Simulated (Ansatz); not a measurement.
Basis-set series for CH3AlSe, SMILES `[CH2]1[AlH][Se]1`. Charge 0, multiplicity 1. The geometry is a stationary point of PBE0-D4/def2-TZVP.

Z-matrix (Å, degrees):
```
C
Se 1 2.069
Al 1 1.915 2 68.4
H 1 1.087 2 109.8 3 118.5
H 1 1.087 2 109.8 3 -118.4
H 3 1.569 1 151.8 2 180.0
```

```json
{"functional": "PBE0-D4", "basis": "def2-SVP", "functions": "79", "energy (Eh)": "-2683.04283", "HOMO (eV)": "-6.58", "LUMO (eV)": "-1.31"}
{"functional": "PBE0-D4", "basis": "def2-QZVPP", "functions": "306", "energy (Eh)": "-2683.52750", "HOMO (eV)": "-6.66", "LUMO (eV)": "-1.41"}
{"functional": "ωB97M-V", "basis": "def2-SVP", "functions": "79", "energy (Eh)": "-2683.31123", "HOMO (eV)": "-8.64", "LUMO (eV)": "0.39"}
{"functional": "ωB97M-V", "basis": "def2-QZVPP", "functions": "306", "energy (Eh)": "-2683.79488", "HOMO (eV)": "-8.75", "LUMO (eV)": "0.07"}
```

(1) Give the rows for def2-TZVPP. (An estimate is asked.)

Results:

(1) Ansatz gave: 
```csv
functional,basis,functions,energy (Eh),HOMO (eV),LUMO (eV)
PBE0-D4,def2-TZVPP,163,-2683.46758,-6.65,-1.38
ωB97M-V,def2-TZVPP,163,-2683.73686,-8.74,0.22
```

Positive LUMOs are unbound and depend on the basis. Scalar relativity is left out up to krypton.
